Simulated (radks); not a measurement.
All-electron atom: Gd V in [Xe] 4f6.

All-electron calculation, non-relativistic Kohn-Sham, LDA (Slater exchange, Perdew-Wang correlation), spin-unpolarised, spherical densities, point nucleus; relativity is left out, which matters for an element this heavy. Program: a radial shooting solver on a logarithmic mesh with Libxc functionals.

Energy parts (eV):
| part | energy |
|---|---|
| total | -294248.58 |
| kinetic | 294126.16 |
| electron-nucleus | -695533.77 |
| Hartree | 113434.70 |
| exchange-correlation | -6275.66 |

Orbitals (lengths in bohr, moments of r in powers of bohr; <r^-3> diverges for s and p1/2; r(max) is where P^2 peaks):
orbital  occ.  eigenvalue (eV)   r(max)   <1/r>  <r^-3>      <r>
1s          2        -47085.11  0.01573   63.42       -  0.02372
2s          2        -7540.672  0.08616   14.74       -   0.1010
2p          6        -7179.106  0.06703   14.77    8940  0.08561
3s          2        -1702.003   0.2401   5.555       -   0.2608
3p          6        -1540.670   0.2273   5.498    1819   0.2505
3d         10        -1239.022   0.1813   5.399   311.2   0.2223
4s          2        -373.3717   0.5469   2.380       -   0.5865
4p          6        -310.2137   0.5518   2.289   406.1   0.5996
4d         10        -197.3268   0.5580   2.089   58.87   0.6323
5s          2         -84.4813    1.249  0.9623       -    1.368
5p          6         -66.1626    1.347  0.8696   64.42    1.500
4f          6         -58.8825   0.5467   1.638   9.380   0.7722

The highest occupied level is 4f at -58.883 eV. Virial ratio -V/T = 2.00042.
